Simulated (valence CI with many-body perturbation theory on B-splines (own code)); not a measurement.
**Energy levels of Mo2+**

Method: configuration interaction combined with many-body perturbation theory (CI+MBPT): four valence electrons over a frozen Dirac-Fock core [Kr], a basis of 7 s, 7 p, 8 d, 6 f, 4 g, 1 h functions for each j, with the one-electron correlation potential Σ1 (screened to all orders), the two-electron term Σ2, the three-electron term Σ3, Breit, model QED; selected single and double excitations, second order for the rest, scaled by the run's own slope (own B-spline code, finite nucleus).

Set against measurement, 67 paired levels are off by 561 cm⁻¹ on average, the worst by 1275. These come from a selection out of Sugar and Musgrove, J. Phys. Chem. Ref. Data 17, 155 (1988). Levels without a partner in it may be off by more, other configurations by 1,000 to 8,000 cm⁻¹. Among the levels kept, up to 470 cm⁻¹ of a level comes from second order outside the variational space, and about a tenth of that is noise between levels of different J, which matters for small intervals.

Levels 91 to 135 of 205, with energies above the lowest level, 4d⁴ ⁵D_0. "Leading %" is the weight of the configuration and term that name the level; weights of strongly mixed levels are sums over their largest components and can fall short. In the jj column 3d3/2^4 stands for four electrons in 3d with j = 3/2. Lifetimes count E1, E2, E3, M1 and M2 decay at the calculated energies, and are blank where another channel may lead or the interval is too uncertain; long ones can be off by a factor of two.

```
No.  Configuration  Term  J  E (cm⁻¹)  Leading %  Lifetime                  Leading jj      g
 91          4d³5p   ³G°  3     79865         89   1.41 ns  4d3/2^2 4d5/2 5p3/2 (49 %)  0.786
 92          4d³5p   ³G°  4     80832         78   1.39 ns  4d3/2 4d5/2^2 5p3/2 (58 %)  1.092
 93          4d³5p   ³F°  2     81458         86   1.78 ns  4d3/2^2 4d5/2 5p3/2 (38 %)  0.685
 94          4d³5p   ³G°  5     81977         65   1.38 ns        4d5/2^3 5p3/2 (43 %)  1.244
 95          4d³5p   ³F°  3     82475         88   1.67 ns  4d3/2 4d5/2^2 5p3/2 (48 %)  1.089
 96          4d³5p   ³F°  4     83438         89   1.55 ns  4d3/2 4d5/2^2 5p3/2 (41 %)  1.251
 97          4d³5p   ³P°  0     83786         42   3.68 ns  4d3/2^2 4d5/2 5p1/2 (70 %)       
 98          4d³5p   ³P°  2     84844         60   2.33 ns  4d3/2^2 4d5/2 5p1/2 (43 %)  1.444
 99          4d³5p   ⁵D°  1     84878         48   1.89 ns  4d3/2^2 4d5/2 5p1/2 (50 %)  1.612
100          4d³5p   ³H°  4     84885         90   2.17 ns  4d3/2^2 4d5/2 5p1/2 (35 %)  0.817
101          4d³5p   ⁵P°  1     85073         73    795 ps  4d3/2^2 4d5/2 5p1/2 (43 %)  2.259
102          4d³5p   ⁵P°  2     85829         80    772 ps  4d3/2 4d5/2^2 5p1/2 (40 %)  1.775
103          4d³5p   ³H°  5     85837         81   1.95 ns  4d3/2^2 4d5/2 5p1/2 (35 %)  1.036
104          4d³5p   ⁵D°  0     85917         67   3.20 ns  4d3/2 4d5/2^2 5p1/2 (44 %)       
105          4d³5p   ⁵P°  3     86780         85    741 ps  4d3/2 4d5/2^2 5p3/2 (31 %)  1.641
106          4d³5p   ⁵D°  2     87002         62   1.90 ns  4d3/2^2 4d5/2 5p3/2 (55 %)  1.489
107         4d²5s²    ³F  2     87243         90   9.41 μs         4d3/2^2 5s^2 (70 %)  0.670
108          4d³5p   ³P°  1     87316         56   1.81 ns  4d3/2 4d5/2^2 5p3/2 (59 %)  1.522
109          4d³5p   ⁵D°  3     87324         71   1.64 ns  4d3/2^2 4d5/2 5p3/2 (33 %)  1.437
110          4d³5p   ³H°  6     87348         90   2.11 ns        4d5/2^3 5p3/2 (26 %)  1.159
111          4d³5p   ³G°  3     87570         40   1.02 ns  4d3/2^2 4d5/2 5p1/2 (39 %)  0.964
112          4d³5p   ¹D°  2     88017         41   1.60 ns  4d3/2 4d5/2^2 5p1/2 (32 %)  1.002
113          4d³5p   ³P°  0     88144         77   1.00 ns        4d5/2^3 5p3/2 (30 %)       
114          4d³5p   ³F°  4     88570         37    981 ps  4d3/2^2 4d5/2 5p1/2 (57 %)  1.076
115          4d³5p   ¹H°  5     88613         64   1.97 ns  4d3/2 4d5/2^2 5p3/2 (36 %)  1.012
116         4d²5s²    ³F  3     88643         92   8.13 μs     4d3/2 4d5/2 5s^2 (92 %)  1.083
117          4d³5p   ⁵D°  4     88675         94   2.21 ns  4d3/2 4d5/2^2 5p3/2 (59 %)  1.489
118          4d³5p   ³P°  1     88692         58    991 ps  4d3/2 4d5/2^2 5p1/2 (42 %)  1.351
119          4d³5p   ³G°  4     89169         71    778 ps  4d3/2^2 4d5/2 5p3/2 (44 %)  1.030
120          4d³5p   ³P°  0     89205         71   1.54 ns  4d3/2 4d5/2^2 5p3/2 (44 %)       
121          4d³5p   ³G°  3     89594         49    898 ps  4d3/2 4d5/2^2 5p3/2 (52 %)  0.893
122          4d³5p   ³D°  1     89807         74   1.29 ns  4d3/2 4d5/2^2 5p1/2 (36 %)  0.734
123          4d³5p   ³F°  2     89841         67   1.16 ns  4d3/2 4d5/2^2 5p3/2 (46 %)  0.795
124          4d³5p   ³G°  5     89918         69    895 ps  4d3/2^2 4d5/2 5p3/2 (56 %)  1.122
125          4d³5p   ³F°  3     90231         52   1.15 ns  4d3/2^2 4d5/2 5p3/2 (34 %)  1.052
126         4d²5s²    ³F  4     90253         91   6.81 μs         4d5/2^2 5s^2 (68 %)  1.249
127          4d³5p   ³H°  4     90324         47    861 ps  4d3/2^2 4d5/2 5p3/2 (46 %)  1.023
128          4d³5p   ³P°  2     90547         66    999 ps        4d5/2^3 5p1/2 (26 %)  1.479
129          4d³5p   ³H°  5     91146         84    926 ps  4d3/2 4d5/2^2 5p1/2 (41 %)  1.026
130          4d³5p   ³D°  2     91176         62   1.26 ns  4d3/2 4d5/2^2 5p3/2 (43 %)  1.192
131          4d³5p   ³H°  6     91622         88    913 ps  4d3/2 4d5/2^2 5p1/2 (34 %)  1.152
132          4d³5p   ⁵S°  2     91732         75   1.74 ns  4d3/2 4d5/2^2 5p3/2 (52 %)  1.856
133          4d³5p   ³I°  5     91757         59   1.94 ns  4d3/2 4d5/2^2 5p3/2 (44 %)  0.920
134          4d³5p   ¹G°  4     92137         63    979 ps        4d5/2^3 5p3/2 (29 %)  0.980
135          4d³5p   ³D°  3     92173         49    957 ps  4d3/2 4d5/2^2 5p3/2 (31 %)  1.233
```

Names give the largest LS component (configuration and term), which can be under half, so a name can repeat, a term be missing and a line seem to break the LS rules; names also repeat where a configuration has a term twice.

Where two levels of one J and parity lie close, their mixing, g and order are uncertain.
